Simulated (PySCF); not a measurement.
C3H7O (SMILES CC(C)[O-]), charge -1, singlet, geometry from GFN2-xTB (in this run its highest filled SCF level lies above zero, so its values depend strongly on the basis, on diffuse functions most of all). Base run: R2SCAN/3-21G (PySCF).

Input for PySCF:
```python
from pyscf import gto, scf, dft

mol = gto.Mole()
mol.atom = '''
    O     0.088997    1.430884   -0.081187
    C     0.013438    0.200251    0.328992
    H     0.010017    0.091697    1.487979
    C    -1.296849   -0.566139   -0.115409
    C     1.215780   -0.722829   -0.122668
    H    -1.330104   -0.626892   -1.202977
    H     1.234970   -0.786853   -1.210386
    H    -2.169563   -0.008754    0.222425
    H     2.152911   -0.278309    0.209939
    H    -1.336527   -1.575855    0.302077
    H     1.132107   -1.729802    0.294946
'''
mol.basis = '3-21g'
mol.charge = -1
mol.spin = 0
mol.verbose = 5
mol.build()

mf = dft.RKS(mol)
mf.xc = 'r2scan'
mf.kernel()
mf.analyze()
```

Each row names what was changed in the base input (with any setting that the change needs).

```
change                                     ΔE vs base (µEh)  grid points  electrons on the grid
-----------------------------------------  ----------------  -----------  ---------------------
base                                                    0.0       125096               33.99999
grids.becke_scheme = stratmann                          1.1       125096               33.99999
grids.atom_grid = (30, 110)                             608        27096               33.99865
grids.radi_method = mura_knowles                       81.3       119696               33.99999
grids.atom_grid = (75, 302)                            -0.8       160304               33.99999
grids.radi_method = delley                             68.3       135248               33.99999
grids.atom_grid = (50, 194)                            83.0        72680               33.99988
grids.prune = dft.gen_grid.treutler_prune              -7.9       107272               33.99999
grids.level = 1                                         520        38024               33.99983
grids.level = 7                                        58.4       697392               34.00000
small_rho_cutoff = 0                                    0.0       125096               33.99999
```
